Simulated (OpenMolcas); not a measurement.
# Re4+: moving the ligands

Re4+ with 6 ligands (fluoride) in octahedral coordination (Oh) at 1.94 Å. A charge of +0.333 e stands 2.4 Å behind each ligand. Ligand basis ANO-RCC-VDZP.
```
Re    0.0000    0.0000    0.0000
F     1.9400    0.0000    0.0000
F     0.0000    1.9400    0.0000
F    -1.9400    0.0000    0.0000
F     0.0000   -1.9400    0.0000
F     0.0000    0.0000    1.9400
F     0.0000    0.0000   -1.9400
```

| Quantity | Value |
| --- | --- |
| Program | OpenMolcas 26.06 |
| Method | CASSCF |
| Basis | ANO-RCC-VDZP [7s6p4d2f1g] |
| Scalar Hamiltonian | DKH2, point nucleus |
| Active space | 3 electrons in 5 orbitals (5d) |
| State averaging | 2S+1 = 4 even, 10 roots; 2S+1 = 2 even, 40 roots |
| Spin-orbit coupling | state interaction with AMFI integrals over the reference wave functions |

Runs around this geometry, states (labels of O, the rotations of Oh). Energies in cm-1 above the lowest state or level, χT in cm3 K/mol; 10Dq and B are least-squares fits to the states below 45000 cm-1, weighted by degeneracy, with a free offset, and given where the rms deviation is under 5 % of |10Dq| (or 100 cm-1) and under 700 cm-1.

```tsv
R (Å)	Ground state	First state of that spin	10Dq	B (rms of fit)	First gap with spin-orbit (degeneracies)	χT at 300 K	First state of another spin
1.85	4A2	4T2 43703			13400 (4, 4)	1.515	2E 14112
1.94	4A2	4T2 35510	35514	709 (8)	13380 (4, 4)	1.432	2E 14246
2.05	4A2	4T2 27853	27267	733 (207)	13214 (4, 4)	1.315	2E 14381
```

Taking the first state of the same spin as R^-n, n = -ln(27853 / 43703) / ln(2.05 / 1.85) = 4.4 between the shortest and longest distance.

Without dynamic correlation the repulsion within the d shell is too large (B by tens of per cent), so at a given field states of lower spin stand too high. With metal d orbitals alone the field can be off either way by tens of per cent. Ligand-to-metal charge-transfer states are missing. With no ligand orbital active B as a rule stays too high, so bands that hang on it stand too high and its fall with covalency is understated. The least metal-like active orbital is 73 % on the metal (Löwdin) and no ligand orbital is active, so the numbers are rough (holds for R = 1.85). The least metal-like active orbital is 76 % on the metal (Löwdin) and no ligand orbital is active, so the numbers are rough (holds for R = 1.94). The least metal-like active orbital is 78 % on the metal (Löwdin) and no ligand orbital is active, so the numbers are rough (holds for R = 2.05). No measured value stands beside these numbers; the geometry was imposed, not optimised, and the real ion may take another.
